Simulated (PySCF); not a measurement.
**Working out the ionisation energy of Ga⁺**

Ga⁺ [Ar] 3d10 4s2 (1S) → Ga²⁺ [Ar] 3d10 4s1 (2S). Computed with PySCF 2.14 in x2c-TZVPPall with one added diffuse shell each of s, p, d type (7s6p5d1f, 57 functions), with the spin-free X2C one-electron Hamiltonian (Gaussian nucleus). Frozen: [Ne]. Energies in hartree (1 hartree = 27.21139 eV):

```csv
part,Ga⁺ (lower),Ga²⁺ (upper)
UHF,-1941.966795,-1941.278015
CCSD correlation,-0.306431,-0.256465
(T),-0.008851,-0.006073
```

Q: What does Hartree-Fock give?

A: (-1941.278015) − (-1941.966795) = 0.688780 hartree = 18.743 eV.

Q: What do CCSD and CCSD(T) give?

A: The CCSD correlation energies differ by 0.049966 hartree = 1.360 eV and the triples by 0.002778 hartree = 0.076 eV, so CCSD gives 20.103 eV and CCSD(T) 20.179 eV.

Measured between the centres of the two terms (NIST): 20.515 eV, so CCSD(T) (valence and next inner shell) is off by -0.336 eV.

What remains against the reference includes basis incompleteness, the frozen core and higher excitations.
